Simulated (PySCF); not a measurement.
C₃H₈OSi.
SMILES: `C([SiH2]C)(C)=O`

Level of theory: TDDFT wB97X-D/def2-SVPD, vertical, gas phase, core orbitals frozen in the response (PySCF 2.14.0, density-fitted response routines). The structure is a single PBE0-D3(BJ)/def2-SVP conformer in the gas phase; no vibrational or solvent corrections. Torsions of this conformer, `[CH3:1][SiH2:2][C:3]([CH3:4])=[O:5]`: C1–Si2–C3–C4 168°.

Computed singlets:

| state | E (eV) | f |
| --- | --- | --- |
| S1 | 3.56 | 0.0009 |
| S2 | 6.60 | 0.0063 |
| S3 | 6.96 | 0.0009 |
| S4 | 7.39 | 0.0025 |
| S5 | 7.65 | 0.128 |
| S6 | 7.81 | 0.0045 |
| S7 | 7.94 | 0.253 |
| S8 | 8.10 | 0.016 |
| S9 | 8.17 | 0.022 |
| S10 | 8.46 | 0.012 |

**Question.** How much of the mean static polarisability do these states give, one by one?

**Answer.** Each state adds f / ΔE² (ΔE in hartree, 27.2114 eV).

```csv
state,f/ΔE² (au),running sum (au),running share of α (%)
S1,0.05,0.05,0.1
S2,0.11,0.16,0.2
S3,0.01,0.17,0.3
S4,0.03,0.21,0.3
S5,1.63,1.83,2.7
S6,0.06,1.89,2.8
S7,2.97,4.86,7.1
S8,0.18,5.05,7.4
S9,0.24,5.29,7.7
S10,0.12,5.41,7.9
```

The full response gives 68.40 au (10.14 Å³), so 63.0 au comes from the higher roots of the same equations.

**Question.** By how much does the contribution of these states grow at 589.3 nm?

**Answer.** With ω = 0.0773 hartree each state's term in the mean polarisability goes from f / ΔE² to f / (ΔE² − ω²); the sum over all 10 states goes from 5.41 to 5.86 au, a rise of 0.45 au.

The largest single term belongs to S7, which also has the largest f.
